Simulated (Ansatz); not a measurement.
FHSe (SMILES F[SeH]) moved off its minimum; all values from Ansatz (a quantum-chemistry and plane-wave program), cores frozen in correlated methods.
(charge 0, multiplicity 1)
```xyz
3

Se    -0.04622    -0.02356     0.31725
H     -0.98001    -0.96916    -0.92769
F      0.53449     1.03410    -0.68665
```

Forces at r2SCAN/def2-TZVPP (eV/Å):

```
atom      Fx      Fy      Fz
----  ------  ------  ------
Se1   -4.614  -7.030   2.775
H2     1.579   1.562   2.245
F3     3.035   5.468  -5.021
```

Problem. Give the forces (eV/Å), the total energy and the dipole at CCSD(T)/aug-cc-pVTZ.

Solution. 
| atom | Fx | Fy | Fz |
|---|---|---|---|
| Se1 | -4.675 | -7.175 | 3.010 |
| H2 | 1.564 | 1.555 | 2.194 |
| F3 | 3.111 | 5.620 | -5.203 |
Energy -2500.3206 hartree, dipole 0.63 D.
